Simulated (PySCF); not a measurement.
## Vibration and rotation of MgIn⁻

ROHF-MP2 constants of MgIn⁻, ³Σ⁻ (triplet), unpaired electrons π ↑↑ (PySCF, scalar-relativistic core potentials, basis sets Mg def2-SVPD, In def2-SVPD with ECP28; masses 23.9850 and 114.9039 u):

```
ωe   : 195.5 cm⁻¹
ωexe : 1.56 cm⁻¹
Be   : 0.10489 cm⁻¹
αe   : 0.000910 cm⁻¹
```

What force constant and bond length do these constants imply?

Reduced mass μred = 19.843 u; k = 5.8918×10⁻⁷·μred·ωe² (u, cm⁻¹, mdyn/Å) = 0.447 mdyn/Å; Re = √(16.8576/(μred·Be)) (u, cm⁻¹, Å) = 2.846 Å.

Estimate the centrifugal constant D from the Kratzer relation and find the Dunham coefficient a1.

D = 4Be³/ωe² = 1.21e-07 cm⁻¹; a1 = −1 − αeωe/(6Be²) = -3.70.

Correlated steps freeze 5 core orbitals. Spin–orbit coupling is left out, which matters for elements this heavy, above all for dissociation energies. The state was picked by a PBE0 search and need not be the measured ground state.
